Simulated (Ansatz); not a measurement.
C$_{4}$H$_{10}$In (SMILES C[CH2][In][CH2]C), doublet, geometry from GFN2-xTB (such geometries of metal compounds can be far from the true shape) (the spin is typed, not shown lowest) (all electrons, no relativity); PBE/STO-3G in Ansatz (a quantum-chemistry and plane-wave program).

Input for Ansatz:
Ansatz 0.2 input:
```yaml
crystal:
  periodic: [false, false, false]
  atoms:
    - {symbol: In, position_ang: [0.52255082, 0.11091274, 0.09546448]}
    - {symbol: C, position_ang: [-0.95838512, -0.71695823, 1.86304033]}
    - {symbol: C, position_ang: [-0.70962100, -2.19533506, 2.09301009]}
    - {symbol: H, position_ang: [-1.96947651, -0.54010065, 1.48625371]}
    - {symbol: H, position_ang: [-0.81678652, -0.14472989, 2.78228406]}
    - {symbol: H, position_ang: [0.30234153, -2.36652019, 2.46531725]}
    - {symbol: H, position_ang: [-0.83238832, -2.75924332, 1.16515931]}
    - {symbol: H, position_ang: [-1.40770894, -2.61020520, 2.82733321]}
    - {symbol: C, position_ang: [-0.32756829, 0.44693269, -2.17777208]}
    - {symbol: C, position_ang: [-0.86797167, 1.85804339, -2.30665015]}
    - {symbol: H, position_ang: [-1.12384716, -0.29317635, -2.29476362]}
    - {symbol: H, position_ang: [0.45050344, 0.25202494, -2.91862042]}
    - {symbol: H, position_ang: [-0.06947519, 2.59339005, -2.18885308]}
    - {symbol: H, position_ang: [-1.62751592, 2.05432304, -1.54594336]}
    - {symbol: H, position_ang: [-1.32935978, 2.02341681, -3.28569579]}
basis:
  gaussian:
    orbitals: STO-3G
    point_charges:
      - {charge: 0.5, position_ang: [4.9518, 3.7247, -0.8512]}
hamiltonian:
  xc: pbe
magnetization: {spin_polarized: true, initial_magnetization: 1}
```

The log (banner, timings and long lists left out):

```
Functional definition: PBE
781 factors; integrals over basis functions are off by at most 1.0e-4 eV
mean field evaluation 1: about -158921.7049 eV, gradient 2.2e1 eV
mean field evaluation 2: about -158918.2043 eV, gradient 3.3e1 eV
mean field evaluation 4: about -158928.1923 eV, gradient 1.6e0 eV
mean field evaluation 8: about -158928.0397 eV, gradient 1.9e-1 eV
mean field evaluation 16: about -158928.0402 eV, gradient 6.3e-5 eV
mean field -158928.04020399 eV, -5840.4977522020 hartree, gradient 6.3e-5 eV, S^2 0.751445; 0 other end points of the search recorded, 0 dependent functions left out
reference -158928.04023671 eV, -5840.4977534043 hartree; 42, 41 occupied and 15, 16 virtual orbitals, 781 factors
Total energy: -158928.04023671 eV, -5840.4977534043 hartree
```
